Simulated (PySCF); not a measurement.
B(F)(SH)2 (BFH2S2), SMILES B(S)(S)F. Atoms are numbered in the order given.

```xyz
6

B      0.0000     0.0000    -0.3697
F      0.0000     0.0000    -1.7013
S      0.0000    -1.6232     0.4299
H      0.0000    -1.1894     1.7022
S      0.0000     1.6232     0.4299
H      0.0000     1.1894     1.7022
```
Charge 0, spin multiplicity 1.

Coordinates come from a ωB97X-D3(BJ)/def2-SVP optimisation. Other conformers were not sampled.

These are PBE0/pcJ-1 in PySCF values and carry that method's errors.

Isotropic couplings with Fermi-contact, spin-dipole and both spin-orbit terms, one fixed conformer, no vibrational averaging. Isotopes: 11B, 19F, 1H.

### Question
Estimate the spin–spin coupling constants. (Estimate from the structure and the level; the computed values follow.)

### Answer

| pair | bonds apart | J (Hz) |
|---|---|---|
| B1–F2 | 1 | -156.8 |
| B1–H4 | 2 | -4.4 |
| B1–H6 | 2 | -4.4 |
| F2–H4 | 3 | 23.5 |
| F2–H6 | 3 | 23.5 |
| H4–H6 | 4 | 1.8 |
